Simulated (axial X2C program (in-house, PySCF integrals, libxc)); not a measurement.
# Outer orbitals of Ga₂⁻ at 2.514 Å, PBE50

Calculated with an in-house relativistic program for diatomic molecules. Spin-free means the one-electron spin-free X2C Hamiltonian; two-component (2c) means X2C with spin–orbit coupling and atomic mean-field two-electron Coulomb terms, the Gaunt term switched off, so the difference of the two also holds small scalar two-electron terms. Basis: Ga dyall-av3z [10s10p8d2f] (cores contracted in-house); Gaussian nuclei, density fitting, unrestricted open shells. Masses: Ga 68.926 u.

The distance is close to the 2c PBE0 minimum; the highest filled and lowest empty levels are listed.

Spin-free orbitals, state M_S = 3/2, Λ = 0 (beyond evenly filled blocks: σα, π+α, π-α) (Löwdin shares):

```csv
symmetry,occupied,ε (eV),atomic character
σα,yes,-20.61,100% Ga d
σβ,yes,-20.52,100% Ga d
π+α,yes,-20.50,100% Ga d
π-α,yes,-20.50,100% Ga d
δ+α,yes,-20.47,100% Ga d
δ-α,yes,-20.47,100% Ga d
δ+α,yes,-20.44,100% Ga d
δ-α,yes,-20.44,100% Ga d
δ+β,yes,-20.43,100% Ga d
δ-β,yes,-20.43,100% Ga d
π+β,yes,-20.42,100% Ga d
π-β,yes,-20.42,100% Ga d
δ-β,yes,-20.41,100% Ga d
δ+β,yes,-20.41,100% Ga d
π-α,yes,-20.33,100% Ga d
π+α,yes,-20.33,100% Ga d
π+β,yes,-20.28,100% Ga d
π-β,yes,-20.28,100% Ga d
σα,yes,-20.24,100% Ga d
σβ,yes,-20.18,100% Ga d
σα,yes,-8.68,"77% Ga s, 15% Ga p, 6% Ga d"
σβ,yes,-6.67,"80% Ga s, 12% Ga p, 6% Ga d"
σα,yes,-4.96,"58% Ga s, 32% Ga p, 8% Ga d"
σβ,yes,-3.42,"60% Ga s, 28% Ga p, 10% Ga d"
σα,yes,-0.71,"79% Ga p, 15% Ga s, 6% Ga d"
π-α,yes,-0.58,"90% Ga p, 7% Ga d"
π+α,yes,-0.58,"90% Ga p, 7% Ga d"
σα,no,2.13,"90% Ga p, 10% Ga s"
σβ,no,2.32,"86% Ga p, 13% Ga s"
σα,no,2.55,"86% Ga p, 13% Ga s"
π-α,no,2.59,"88% Ga p, 12% Ga d"
π+α,no,2.59,"88% Ga p, 12% Ga d"
```

Spinors with spin–orbit coupling (state Ω = 3/2):

```
   ω  occupied  ε (eV)              atomic character     λ mixture
 3/2       yes  -20.28                     100% Ga d  73% π, 27% δ
 5/2       yes  -20.27                     100% Ga d        100% δ
 5/2       yes  -20.24                     100% Ga d        100% δ
-1/2       yes  -20.23                     100% Ga d  60% π, 40% σ
-5/2       yes  -20.23                     100% Ga d        100% δ
-3/2       yes  -20.23                     100% Ga d  81% π, 19% δ
 1/2       yes  -20.22                     100% Ga d  72% π, 28% σ
-5/2       yes  -20.21                     100% Ga d        100% δ
 3/2       yes  -20.15                     100% Ga d  85% π, 15% δ
-3/2       yes  -20.11                     100% Ga d  89% π, 11% δ
 1/2       yes  -20.09                     100% Ga d  76% σ, 24% π
-1/2       yes  -20.07                     100% Ga d  83% σ, 17% π
 1/2       yes   -8.68   77% Ga s, 15% Ga p, 6% Ga d        100% σ
-1/2       yes   -6.67   80% Ga s, 12% Ga p, 6% Ga d        100% σ
 1/2       yes   -4.97   58% Ga s, 32% Ga p, 8% Ga d        100% σ
-1/2       yes   -3.42  60% Ga s, 28% Ga p, 10% Ga d        100% σ
 1/2       yes   -0.71   79% Ga p, 15% Ga s, 6% Ga d        100% σ
-1/2       yes   -0.61             90% Ga p, 7% Ga d        100% π
 3/2       yes   -0.54             90% Ga p, 7% Ga d        100% π
 1/2        no    2.10            87% Ga p, 12% Ga s        100% σ
-1/2        no    2.28            83% Ga p, 17% Ga s        100% σ
 1/2        no    2.55            86% Ga p, 13% Ga s        100% σ
 3/2        no    2.59            88% Ga p, 12% Ga d        100% π
-1/2        no    2.59            88% Ga p, 12% Ga d        100% π
```

How does the gap between the highest filled and lowest empty level change from the spin-free to the 2c table?

From 2.71 to 2.64 eV at PBE50, a change of -0.07 eV.

Mulliken charges and populations of the two-component result (they depend on the basis, above all on diffuse functions):

Ga1 -0.50 e (s 7.85 p 13.59 d 10.05 f 0.01), Ga2 -0.50 e (s 7.85 p 13.59 d 10.05 f 0.01). ⟨Lz⟩ = 0.00 ħ and ⟨Sz⟩ = 1.50 ħ (0.75 and 0.75 on the two atoms), which add up to Ω.

The state is a single determinant with fixed occupations, the lowest that a limited PBE0 search found. Density functionals use the spin component along the axis (collinear). Other states lie close and PBE0, whose exact exchange favours high spin, may order them wrongly; the determinant shown need not be the ground state. The nearest other spin-free determinant of the search, M_S = 1/2, Λ = 0, lies 0.26 eV up at the distance of the search. With several unpaired electrons one determinant need not be a pure state. This is the top spin component of a Σ state; components of lower Ω are not single determinants and can lie lower.
